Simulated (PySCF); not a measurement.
B3LYP has the VWN-RPA correlation part, as in Gaussian. Excitations are Tamm–Dancoff values on a coarser integration grid. The basis has no diffuse functions, so Rydberg states are missing or too high.

Z-matrix (Å, degrees):
```
B
O 1 1.3532
H 2 0.9627 1 112.30
O 1 1.3636 2 119.35 3 0.00
H 4 0.9584 1 113.18 2 180.00
H 1 1.1981 2 118.40 3 -180.00
```
Charge 0, multiplicity 1.

Question: Give the S1–T1 gap (TDA), dipole moment, S1 oscillator strength, HOMO–LUMO gap and total energy at the level PySCF 2.14.0 with B3LYP-D3(BJ)/def2-TZVP // PBE0-D4/def2-TZVP.

Answer: 
```json
{
  "S1–T1 gap (TDA)": "0.73 eV",
  "dipole_moment": "1.57 D",
  "S1 oscillator strength": "0.001",
  "HOMO–LUMO gap": "9.65 eV",
  "total_energy": "-177.2939 Ha"
}
```
